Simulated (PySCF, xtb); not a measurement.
cyclopentene (C₅H₈), SMILES C1C=CCC1.

GFN2-xTB in xtb at its own geometry gives an orbital gap of 5.09 eV and a dipole moment of 0.34 D.

Geometry: B3LYP-D3(BJ)/def2-SVP. One conformer was computed; it need not be the lowest.

Task: What does PBE/def2-TZVP run with PySCF give? (Estimate from the structure and the level; the computed values follow.)

Result: gap 5.23 eV (levels -5.70 and -0.47 eV), dipole 0.23 D.
